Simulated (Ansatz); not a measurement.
Cost and result for the atomization energy of C2H4Zn (7 atoms, 5 bonds).

```xyz
7

C     0.252   -0.306   -0.950
C     0.185   -0.518    0.354
Zn   -1.314    2.476    1.787
H     1.120    0.157   -1.408
H    -0.558   -0.585   -1.615
H     0.996   -0.241    1.019
H    -0.681   -0.983    0.813
```

Charge 0, multiplicity 1. For Zn the d shell is correlated and the shells below it are frozen. Scalar relativity is left out up to krypton. The bonds changed during the relaxation, so this is another structure than the one it started from. The structure was optimised at the PBE0-D4/def2-TZVP level. Program: Ansatz. All runs use 2 threads of an Arm Neoverse V1 on a shared host. Times are those of one run each, without the atoms' runs, and a repeat can differ threefold. Electronic energies, without spin–orbit coupling; frozen cores. CCSD(T)/CBS adds CCSD(T) − MP2 in def2-TZVPP to the MP2 limit, and its time is that of the two runs behind it. T1 = 0.014. With those shells the extrapolation isn't a true limit. B3LYP takes the VWN-RPA correlation (the form of Gaussian; ORCA's B3LYP/G). HSE06 is the plane-wave form, built on full-range PBE exchange.

CCSD(T)/CBS is a level of theory with its own doubt, some kJ/mol a heavy atom from the limit and from the frozen cores, so smaller differences don't rank the functionals.

```
                             level  functions  wall time
            LDA (SPW92)/def2-TZVPP        182      1.2 s
                  CCSD(T)/def2-SVP         79      2.3 s
                BLYP-D4/def2-TZVPP        182      2.8 s
                PBE0-D4/def2-TZVPP        182      3.7 s
               HSE06-D4/def2-TZVPP        182      4.5 s
r2SCAN-D4/def2-TZVPP (with forces)        182      4.8 s
                 B2PLYP/def2-TZVPP        182      5.5 s
 B3LYP-D4/def2-TZVPP (with forces)        182      5.5 s
             r2SCANh-D4/def2-TZVPP        182        6 s
  ωB97M-V/def2-TZVPP (with forces)        182       12 s
                    MP2/def2-QZVPP        334       18 s
                CCSD(T)/def2-TZVPP        182       55 s
                 CCSD(T)/CBS(def2)          –       73 s
```

Q: What atomization energy does each give, and how far from CCSD(T)/CBS? (Best estimate.)

A: Computed: 
| level | atomization (kJ/mol) | difference from CCSD(T)/CBS | per bond |
| --- | --- | --- | --- |
| LDA (SPW92)/def2-TZVPP | 2652.0 | 293.9 | 58.8 |
| CCSD(T)/def2-SVP | 2267.4 | -90.7 | -18.2 |
| BLYP-D4/def2-TZVPP | 2364.8 | 6.7 | 1.3 |
| PBE0-D4/def2-TZVPP | 2368.4 | 10.3 | 2.1 |
| HSE06-D4/def2-TZVPP | 2370.2 | 12.1 | 2.4 |
| r2SCAN-D4/def2-TZVPP (with forces) | 2358.7 | 0.6 | 0.1 |
| B2PLYP/def2-TZVPP | 2342.1 | -16.0 | -3.2 |
| B3LYP-D4/def2-TZVPP (with forces) | 2370.2 | 12.1 | 2.4 |
| r2SCANh-D4/def2-TZVPP | 2348.2 | -9.9 | -2.0 |
| ωB97M-V/def2-TZVPP (with forces) | 2362.0 | 3.9 | 0.8 |
| MP2/def2-QZVPP | 2353.1 | -5.0 | -1.0 |
| CCSD(T)/def2-TZVPP | 2308.3 | -49.8 | -10.0 |
| CCSD(T)/CBS(def2) | 2358.1 | 0.0 | 0.0 |

The D4 term adds +15.4 kJ/mol with B3LYP and +8.4 kJ/mol with PBE0; it sums over pairs of atoms, weighted by their polarisabilities, and B3LYP, whose exchange is more repulsive, gets the larger term. From PBE to PBE0 (25 % exact exchange), in def2-TZVPP and without D4, the atomization energy moves by −33.7 kJ/mol: exact exchange takes away binding that semilocal exchange gives to molecules. At CCSD(T), def2-SVP lies −90.8 kJ/mol from the extrapolated value and def2-TZVPP −49.9 kJ/mol: correlation converges slowly with the basis, and small sets miss more of it in the bonded molecule than in its fragments.
